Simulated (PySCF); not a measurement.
# Optical rotation: `CC[Si@H]1C[C@H](Cl)CO1`, C5H11ClOSi

Geometry (Å), atoms numbered from 1 in this order:
```xyz
19

C     2.900    0.082   -0.202
C     1.789   -0.832    0.297
Si    0.226    0.128    0.758
C    -0.870    0.729   -0.686
C    -2.238    0.520   -0.067
Cl   -2.577    1.887    1.032
C    -2.179   -0.760    0.765
O    -0.909   -0.911    1.329
H     2.593    0.600   -1.107
H     3.802   -0.486   -0.422
H     3.141    0.830    0.548
H     2.139   -1.364    1.181
H     1.579   -1.590   -0.458
H     0.476    1.202    1.721
H    -0.741    1.759   -1.004
H    -0.776    0.093   -1.567
H    -3.061    0.495   -0.783
H    -2.922   -0.748    1.567
H    -2.379   -1.624    0.119
```

Theory: TDDFT wB97X-D/def2-SVPD circular dichroism and optical rotation, one conformer, gas phase in PySCF 2.14.0. Geometry: GFN2-xTB.

The molecule is flexible and this is one conformer; a measurement averages over conformers.

Stereocentres: Si3 S, C5 R.

(1) Give the optical rotatory dispersion at 633, 589.3, 546, 436, 405, 365, 355 nm.

(2) And for the mirror image at 589.3 nm?

(3) What is the molar rotation [Φ] = [α]·M/100 of the geometry above at 589.3 nm?

## Answers

(1) [α] in deg dm⁻¹ (g/mL)⁻¹:
| λ (nm) | origin-invariant length gauge | modified velocity gauge | length gauge (centre of mass) | isotropic polarisability (au) |
| --- | --- | --- | --- | --- |
| 633 | +76.8 | +79.0 | +75.6 | 98.9 |
| 589.3 | +90.6 | +93.3 | +89.2 | 99.2 |
| 546 | +108.5 | +111.7 | +106.9 | 99.6 |
| 436 | +190.8 | +196.4 | +188.1 | 101.2 |
| 405 | +232.7 | +239.5 | +229.5 | 101.9 |
| 365 | +312.6 | +321.8 | +308.6 | 103.2 |
| 355 | +339.5 | +349.4 | +335.2 | 103.6 |

(2) -90.6 deg dm⁻¹ (g/mL)⁻¹ (origin-invariant length gauge): the same size and the opposite sign.

(3) With M = 150.68 g/mol, +136.5 deg cm² dmol⁻¹ (origin-invariant length gauge).

The first excitation lies at 7.42 eV (167 nm) with R = -2.2 × 10⁻⁴⁰ esu² cm² (velocity form).
